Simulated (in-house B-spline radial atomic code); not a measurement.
Values are calculated unless marked as measured or tabulated.
## C6 from the polarisability at imaginary frequency: Li II (Li+)

BLYP linear response of the closed shell 1s2, from a B-spline radial code for spherical atoms; scalar-relativistic (spin-free one-electron X2C), finite nucleus, no spin-orbit coupling.

The dispersion coefficient of two like species is C6 = (3/π) ∫ α(iu)² du from 0 to ∞.

```csv
u (hartree),α(iu) (bohr³)
0,0.2073
0.0849,0.207
0.198,0.206
0.339,0.2035
0.566,0.1972
0.849,0.1861
1.27,0.1659
1.98,0.131
2.83,0.09717
4.24,0.06127
7.07,0.02921
14.1,0.008911
```

Problem. Fit one oscillator, α(iu) = α(0)/(1 + u²/ω²), through u = 2.83 and estimate C6.

Solution. From α(0)/α(iu) − 1 = 0.2073/0.09717 − 1 = 1.1334, ω = u/√1.1334 = 2.6583 hartree (72.3 eV). London's formula gives C6 = (3/4) α(0)² ω = 0.75 × 0.2073² × 2.6583 = 0.08568 hartree·bohr⁶, and the oscillator holds f = α(0) ω² = 1.46 electrons, of a sum of oscillator strengths of 2.0.

Problem. How does that compare with the full integral?

Solution. The program's quadrature over all excitations gives C6 = 0.08604, so the single oscillator is off by -0.4 %. At the last point the fit gives α = 0.00712 against 0.00891: higher excitations, and deeper shells where there are any, keep the true curve higher at large u.
